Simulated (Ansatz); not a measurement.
Sn₁₄H₁₈Cl₂⁻, a nanocrystal cut from the lattice of tin (2 of the caps Cl). Charge -1, multiplicity 2. Geometry r2SCAN-D4/def2-SVP.

```xyz
34

Sn   -0.8694   -3.5223   -2.1956
Sn    1.0729    4.0291   -0.4057
Sn    2.2417   -0.2669   -1.2479
Sn   -2.1051    0.9321   -1.3408
Sn   -3.0465   -2.4555    1.5549
Sn    0.0416    0.7577    2.5519
Sn    1.2362   -3.6888    1.6441
Sn   -1.3759    3.6270   -1.7147
Sn   -0.2123   -0.7873   -2.5111
Sn   -1.2066   -4.4969    0.4526
Sn    3.0446    2.4100   -1.5685
Sn    0.8545    3.4444    2.3292
Sn    1.9746   -0.9665    1.4591
Sn   -2.4870    0.3463    1.3857
Cl    1.7274    6.3473   -0.6675
Cl   -0.6574   -6.9455    0.1618
H     0.3473   -4.3551   -3.1048
H    -2.3090   -3.7132   -3.1446
H     3.4823   -1.2298   -1.9819
H    -3.6012    0.7478   -2.2000
H    -4.6480   -2.6213    0.8859
H    -3.3356   -2.7413    3.2500
H    -0.0450    0.4515    4.2574
H     2.6145   -4.5389    1.0321
H     1.2559   -4.0145    3.3472
H    -1.2137    4.0778   -3.3746
H    -2.5558    4.6978   -1.0469
H    -0.0610   -0.3343   -4.1844
H     3.2416    2.8333   -3.2311
H     4.5694    2.7155   -0.8169
H     2.3631    3.7729    3.1042
H    -0.2916    4.5172    3.0501
H     3.4854   -0.6281    2.2515
H    -3.5318    1.5990    2.0192
```

In the def2 sets Sn takes a core potential; there is no spin–orbit coupling. Single mean-field runs in def2-SVP are fitted with def2-universal-jkfit.

Q: Estimate the α-spin orbital energies around the gap (eV) in Ansatz with PBE-D4/def2-SVP, PBE0-D4/def2-SVP.

A: 
```tsv
orbital	PBE-D4/def2-SVP	PBE0-D4/def2-SVP
HOMO−5	-3.65	-4.57
HOMO−4	-3.58	-4.54
HOMO−3	-3.52	-4.47
HOMO−2	-3.27	-4.21
HOMO−1	-3.24	-4.17
HOMO	-1.53	-2.17
LUMO	-0.40	0.21
LUMO+1	0.03	0.66
LUMO+2	0.09	0.72
LUMO+3	0.24	0.88
LUMO+4	0.34	0.94
LUMO+5	0.47	1.02
β HOMO	-3.15	-4.00
β LUMO	-1.21	-0.58
```
